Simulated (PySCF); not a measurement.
Gas-phase reaction: TiCl4 + 2 H + O ⇌ TiCl3OH + HCl

Computed with PySCF (xtb for GFN2) and rigid-rotor harmonic-oscillator thermochemistry at 1 bar. † marks an energy on the PBE0/def2-TZVP geometry and frequencies; other levels use their own. 6-31G* has spherical d functions here. Open shells (unrestricted): H (multiplicity 2), O (multiplicity 3, electronic degeneracy 9); the rest are closed-shell singlets. GFN2 has no spin-polarisation term. Spin-orbit splitting is ignored; it lowers the true energy and changes the entropy of O. B3LYP is the form with VWN-RPA correlation. TiCl3OH: computed as isolated molecules; such fragments, hydroxides, amides, oligomers or adducts are transient or little studied in the gas. The harmonic model lacks anharmonicity and excited electronic states, which grow with temperature; levels with a mode under 35 cm⁻¹ are left out. Soft modes under 120 cm⁻¹ make the harmonic entropy rough for TiCl4, TiCl3OH. Warning, point group unlike the PBE0 one: TiCl3OH (GFN2-xTB).

```
level               ΔE electronic, kJ  ΔH°(298 K), kJ  ΔS°(298 K), J/K  ΔG°(2500 K), kJ
------------------  -----------------  --------------  ---------------  ---------------
B3LYP/6-31G*                     -924            -886             -174             -398
B3LYP/def2-TZVP†                 -941            -902             -172             -421
GFN2-xTB                        -1349           -1314             -196             -772
M06-2X/def2-TZVP†                -943            -905             -172             -424
PBE0/def2-TZVP                   -922            -883             -172             -402
ωB97M-V/def2-TZVP†               -947            -909             -172             -428
```
ΔH° is lowest at GFN2-xTB and highest at PBE0/def2-TZVP. No reference value is set beside these.
